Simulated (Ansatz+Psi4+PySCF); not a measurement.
# doublet BeH: levels of theory in one basis

```yaml
atoms:
  - { symbol: Be, position_ang: [0.0000, 0.0000, 0.2697] }
  - { symbol: H, position_ang: [0.0000, 0.0000, -1.7528] }
```

Basis set: cc-pVTZ on H; cc-pCVTZ on Be (spherical functions). All electrons are correlated. Correlation on ROHF uses semicanonical orbitals with singles. Charge 0, multiplicity 2.

Computed with Ansatz (development build ahead of 0.2.0) and Psi4 1.11; each method stands on the lowest determinant of its kind that the runs found.

```json
{"method": "ROHF", "E − E(ROHF) (eV)": "0.00", "<S²> of the determinant": "0.75"}
{"method": "UHF", "E − E(ROHF) (eV)": "-0.19", "<S²> of the determinant": "0.88"}
{"method": "ROHF-MP2", "E − E(ROHF) (eV)": "-2.07", "<S²> of the determinant": "–"}
{"method": "UHF-MP2", "E − E(ROHF) (eV)": "-2.08", "<S²> of the determinant": "0.88"}
{"method": "ROHF-CCSD", "E − E(ROHF) (eV)": "-2.63", "<S²> of the determinant": "–"}
{"method": "UHF-CCSD", "E − E(ROHF) (eV)": "-2.66", "<S²> of the determinant": "0.88"}
{"method": "ROHF-CCSD(T)", "E − E(ROHF) (eV)": "-2.68", "<S²> of the determinant": "–"}
{"method": "UHF-CCSD(T)", "E − E(ROHF) (eV)": "-2.68", "<S²> of the determinant": "0.88"}
```

Caution for UHF, UHF-MP2, UHF-CCSD, UHF-CCSD(T): the unrestricted determinant is spin contaminated. Caution for ROHF-MP2, UHF-MP2, ROHF-CCSD, UHF-CCSD, ROHF-CCSD(T), UHF-CCSD(T): large amplitudes, a single reference is doubtful.
